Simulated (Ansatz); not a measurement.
C₂H₇NSi (`C[SiH2]C=N`), relaxed with RKS PBE0-D4/def2-TZVP in the Gaussian-basis code of Ansatz from a PBE-D4/def2-SVP geometry. The force threshold is 0.005 eV/Å; the program also tests the step.

The species carries charge 0 and has multiplicity 1.

Start:

```xyz
11

C     0.994    1.315    0.396
Si    0.440   -0.488    0.275
C    -1.411   -0.608   -0.193
N    -1.918   -1.170   -1.233
H     2.068    1.378    0.668
H     0.851    1.839   -0.570
H     0.413    1.853    1.172
H     0.666   -1.180    1.596
H     1.202   -1.224   -0.799
H    -2.144   -0.128    0.502
H    -1.161   -1.587   -1.813
```

```csv
step,energy (eV),largest force (eV/Å),largest move (Å)
1,-11549.1333,0.700,0.000
2,-11549.1785,0.253,0.032
3,-11549.1828,0.055,0.016
4 (rejected),-11549.1825,0.063,0.012
5,-11549.1831,0.025,0.006
6,-11549.1832,0.007,0.004
7,-11549.1832,0.007,0.004
8,-11549.1832,0.004,0.002
```

End:

```xyz
11

C     0.986    1.302    0.392
Si    0.435   -0.480    0.272
C    -1.398   -0.596   -0.182
N    -1.881   -1.160   -1.214
H     2.044    1.362    0.657
H     0.843    1.819   -0.560
H     0.417    1.833    1.158
H     0.656   -1.169    1.574
H     1.173   -1.209   -0.798
H    -2.136   -0.133    0.488
H    -1.138   -1.568   -1.788
```

Hardware: 2 threads of an Arm Neoverse V1 on a shared host. Wall time 34 s, peak host memory 0.37 GiB.
